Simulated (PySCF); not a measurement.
Si(F)(Me)2(SH) (C2H7FSSi), SMILES C[Si](C)(F)S.

Geometry: TPSSh-D3(BJ)/def2-SVP. This is a generated structure with no PubChem entry under its InChIKey; it may be hypothetical. One conformer was computed; it need not be the lowest.

Two levels are set side by side: TDDFT-PBE/def2-SVPD (PySCF) and TDDFT-B3LYP/def2-SVPD (PySCF). Vertical, same geometry. The lowest singlet is HOMO→LUMO 99 % with PBE and HOMO→LUMO 90 % with the other functional; states are paired by order. Differences are taken from unrounded values.

```tsv
quantity	TDDFT-B3LYP
lowest singlet excitation (eV)	5.77
lowest triplet excitation (TDA) (eV)	5.40
```

Task: What does TDDFT-PBE give, and how far is it from TDDFT-B3LYP? (Estimate from the structure and the level; the computed values follow.)

Result: 
```csv
quantity,TDDFT-PBE,TDDFT-PBE minus TDDFT-B3LYP
lowest singlet excitation (eV),5.49,-0.28
lowest triplet excitation (TDA) (eV),5.19,-0.21
```

A lower first singlet is the usual sign of a functional without exact exchange. Differences between two approximate levels are no errors against the true value.

Rough cost on one machine, each run with all the roots and properties that it gave: TDDFT-B3LYP against TDDFT-PBE about 4 times.
